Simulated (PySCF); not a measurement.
Vertical excitations of a molecule C7H5N3S from TDA-PBE0/def2-SVP in PySCF, as energy in eV (oscillator strength): 3.94 (0.000), 4.33 (0.006), 4.52 (0.001), 4.60 (0.499), 4.82 (0.051), 5.54 (0.002), 5.61 (0.156), 5.65 (0.000), 5.99 (0.014), 5.99 (0.000). Lowest triplet (TDA): 3.04 eV. The structure is a stationary point at B3LYP-D3(BJ)/def2-SVP. Other conformers were not sampled.

Identify the compound among the candidates.
A. c1cnc(-c2nccs2)nc1
B. CCc1nc(C#N)sc1C#N
C. c1ncc(-c2cncs2)cn1

A, c1cnc(-c2nccs2)nc1
